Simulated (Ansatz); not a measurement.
Ansatz (a first-principles code) input:

Ansatz 0.2 input:
```yaml
crystal:
  periodic: [false, false, false]
  atoms:
    - {symbol: C, position_ang: [-1.57856871, 0.28212107, 0.32607735]}
    - {symbol: C, position_ang: [-0.67473686, -0.97801989, 0.23132737]}
    - {symbol: C, position_ang: [0.52271106, -0.02299691, 0.31765986]}
    - {symbol: C, position_ang: [-0.36757241, 1.14705315, -0.12026924]}
    - {symbol: N, position_ang: [1.72154696, -0.34219060, -0.56423180]}
    - {symbol: H, position_ang: [-1.87445202, 0.49447578, 1.35107140]}
    - {symbol: H, position_ang: [-2.45723394, 0.30370945, -0.31106716]}
    - {symbol: H, position_ang: [-0.75346054, -1.44477309, -0.75308983]}
    - {symbol: H, position_ang: [-0.75896077, -1.74448380, 0.99753948]}
    - {symbol: H, position_ang: [0.91894751, 0.08644215, 1.32527983]}
    - {symbol: H, position_ang: [-0.20210701, 2.10802881, 0.36013533]}
    - {symbol: H, position_ang: [-0.35935553, 1.28178573, -1.20420319]}
    - {symbol: H, position_ang: [2.18216141, -1.20769606, -0.27026599]}
    - {symbol: H, position_ang: [2.41589853, 0.40938059, -0.53781381]}
    - {symbol: H, position_ang: [1.42673521, -0.46047987, -1.53673557]}
basis:
  gaussian:
    orbitals: aug-cc-pVDZ
total_charge: 1
magnetization: {spin_polarized: false}
correlation: {method: ccsd_t, electrons: outside_noble_gas}
output: {forces: true}
```

Problem. Which total energy does the run end on?

Solution. -212.36794 Eh (CCSD(T)/aug-cc-pVDZ). The basis has 205 functions.

It need not be the lowest isomer of its formula.
